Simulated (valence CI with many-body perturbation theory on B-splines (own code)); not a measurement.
## Fe20+: electric-dipole lines

Level of theory: relativistic CI+MBPT: four valence electrons over a frozen Dirac-Fock core [He], radial functions for each j: 11 s, 11 p, 10 d, 8 f, 5 g, 2 h, with the one-electron correlation potential Σ1 (screened to all orders), the two-electron term Σ2, the three-electron term Σ3, Breit, model QED; selected single and double excitations, second order for the rest, scaled by the run's own slope (own B-spline code, finite nucleus).

No measured spectrum was set against this ion. As an estimate, levels of excited configurations hold to 0.05 to 0.15 % of their energy, terms of the ground configuration to about 0.5 %. Among the levels kept, up to 1000 cm⁻¹ of a level comes from second order outside the variational space, and about a tenth of that is noise between levels of different J, which matters for small intervals.

Lines 101 to 150 of 550 in falling wavelength, among levels below 9446.3 × 10³ cm⁻¹, chosen from the strongest by gf and those to the six lowest levels. Wavelengths and rates use the calculated energies, so an error of 500 cm⁻¹ moves a line at 41.35 nm by 0.21 % and its rate by three times that or more. Electric multipoles are in the length gauge with retardation, E1 and E2 with the static RPA response of the core. Weak lines are less certain than strong ones. Lines between different terms over intervals too small for the method are left out, as are lines whose strength nearly cancels. Where a level lies close to another of its J and parity, the split of strength between their lines is uncertain. The highest levels of a list are the least certain.

Names give the largest LS component (configuration and term), which can be under half, so a name can repeat, a term be missing and a line seem to break the LS rules; names also repeat where a configuration has a term twice. Letters in brackets count levels of one name in rising energy.

```csv
λ vac (nm),Upper,Lower,A (s⁻¹),S (a.u.) with core polarisation,S without
41.35,2s 2p2 3d 1G_4,2s 2p2 3p 1F°_3,1.91e+09,5.98e-01,5.98e-01
41.27,2s 2p2 3p 3P°_1 [d],2s 2p2 3s 3S_1,1.53e+09,1.59e-01,1.60e-01
40.91,2s 2p2 3p 3D°_3 [b],2s 2p2 3s 3D_3,2.29e+09,5.42e-01,5.42e-01
40.54,2s 2p2 3d 3D_1 [a],2s 2p2 3p 3P°_1 [a],1.47e+09,1.45e-01,1.45e-01
40.37,2s 2p2 3d 3D_2 [a],2s 2p2 3p 3P°_2 [a],1.15e+09,1.86e-01,1.86e-01
39.86,2s 2p2 3d 3D_2 [a],2s 2p2 3p 3P°_1 [a],1.06e+09,1.66e-01,1.66e-01
39.55,2s 2p2 3p 1D°_2 [b],2s 2p2 3s 1P_1,2.82e+09,4.31e-01,4.31e-01
39.34,2s 2p2 3d 3D_3 [a],2s 2p2 3p 3P°_2 [a],1.90e+09,4.00e-01,4.00e-01
38.15,2s 2p2 3p 5S°_2,2s 2p2 3s 5P_3,2.86e+09,3.91e-01,3.91e-01
38.06,2s 2p2 3d 3D_3 [a],2s 2p2 3p 3D°_3 [a],6.97e+08,1.33e-01,1.33e-01
37.78,2s2 2p 3p 1D_2,2s2 2p 3s 1P°_1,3.22e+09,4.29e-01,4.29e-01
37.75,2s 2p2 3p 1P°_1 [a],2s 2p2 3s 3D_1,1.52e+09,1.21e-01,1.21e-01
37.24,2p3 3p 3P_2 [b],2p3 3s 3D°_3,3.24e+09,4.13e-01,4.14e-01
36.11,2s 2p2 3p 3P°_1 [b],2s 2p2 3s 3D_2,1.99e+09,1.38e-01,1.38e-01
35.58,2s 2p2 3p 3D°_3 [a],2s 2p2 3s 5P_3,7.48e+08,1.16e-01,1.16e-01
35.13,2s 2p2 3p 3P°_2 [b],2s 2p2 3s 3D_3,2.42e+09,2.59e-01,2.59e-01
34.82,2p3 3p 3P_1 [b],2p3 3s 3D°_1,2.24e+09,1.40e-01,1.40e-01
34.56,2p3 3p 3P_1 [b],2p3 3s 3D°_2,3.02e+09,1.85e-01,1.85e-01
33.65,2s 2p2 3p 3P°_2 [b],2s 2p2 3s 3D_2,1.52e+09,1.43e-01,1.43e-01
33.55,2s 2p2 3p 1P°_1 [c],2s 2p2 3s 1P_1,4.68e+09,2.62e-01,2.62e-01
29.80,2p3 3p 3P_2 [a],2s 2p2 3p 3S°_1 [b],1.49e+09,9.70e-02,9.72e-02
27.56,2p3 3p 3P_2 [b],2p3 3s 3S°_1,2.76e+09,1.42e-01,1.43e-01
24.78,2p3 3p 1F_3 [b],2s 2p2 3p 1D°_2 [b],1.86e+09,9.77e-02,9.80e-02
24.34,2s 2p2 3p 3D°_3 [b],2s 2p2 3s 3P_2 [a],1.73e+09,8.64e-02,8.65e-02
21.18,2p3 3p 3F_4,2s 2p2 3p 3D°_3 [c],3.09e+09,1.30e-01,1.31e-01
21.04,2p3 3s 3D°_3,2s 2p2 3s 3P_2 [b],6.21e+09,2.00e-01,2.00e-01
18.48,2p3 3p 3F_2,2s 2p2 3p 3D°_1 [c],3.90e+09,6.07e-02,6.09e-02
18.16,2p4 3P_2,2s 2p3 3S°_1,6.01e+09,8.89e-02,8.93e-02
17.98,2p3 3p 1F_3 [a],2s 2p2 3p 3D°_2 [c],3.77e+09,7.58e-02,7.60e-02
17.98,2p4 1D_2,2s 2p3 1P°_1,4.51e+09,6.46e-02,6.48e-02
17.89,2s 2p3 3D°_3,2s2 2p2 1D_2,9.77e+08,1.93e-02,1.94e-02
17.13,2p3 3s 3D°_2,2s 2p2 3s 3P_1 [b],8.03e+09,9.95e-02,9.99e-02
16.62,2s 2p2 3p 1F°_3,2s2 2p 3p 1D_2,7.24e+09,1.15e-01,1.15e-01
15.77,2p3 3p 3F_3,2s 2p2 3p 3D°_3 [b],4.13e+09,5.60e-02,5.62e-02
15.74,2p3 3p 3D_1,2s 2p2 3p 3D°_1 [b],9.52e+09,5.50e-02,5.52e-02
15.62,2p3 3s 3P°_1,2s 2p2 3s 3S_1,9.43e+09,5.32e-02,5.34e-02
15.51,2p4 3P_1,2s 2p3 3S°_1,1.29e+10,7.14e-02,7.16e-02
15.34,2p3 3p 1P_1,2s 2p2 3p 1P°_1 [a],8.84e+09,4.72e-02,4.74e-02
15.18,2s 2p2 3d 3G_5,2s2 2p 3d 3F°_4,3.40e+09,6.45e-02,6.49e-02
15.14,2s 2p2 3s 3D_3,2s2 2p 3s 3P°_2,8.90e+09,1.07e-01,1.07e-01
14.96,2s 2p2 3d 3F_4 [b],2s2 2p 3d 3F°_4,3.05e+09,4.54e-02,4.55e-02
14.94,2s 2p2 3p 3F°_4,2s2 2p 3p 3D_3,4.76e+09,7.05e-02,7.08e-02
14.93,2p3 3p 1F_3 [a],2s 2p2 3p 3F°_4,4.80e+09,5.51e-02,5.53e-02
14.85,2p3 3s 3P°_2,2s 2p2 3s 3P_2 [b],2.16e+10,1.75e-01,1.75e-01
14.69,2p3 3p 3F_3,2s 2p2 3p 3F°_3,8.86e+09,9.71e-02,9.74e-02
14.68,2p3 3p 1F_3 [b],2s 2p2 3p 1F°_3,9.85e+09,1.08e-01,1.08e-01
14.61,2p3 3s 1P°_1,2s 2p2 3s 1P_1,1.58e+10,7.28e-02,7.31e-02
14.57,2s 2p3 3D°_3,2s2 2p2 3P_2,6.12e+09,6.53e-02,6.56e-02
14.55,2p3 3s 1D°_2,2s 2p2 3s 1D_2,2.34e+10,1.78e-01,1.78e-01
14.52,2p3 3s 3D°_2,2s 2p2 3s 3D_3,6.39e+09,4.83e-02,4.85e-02
```
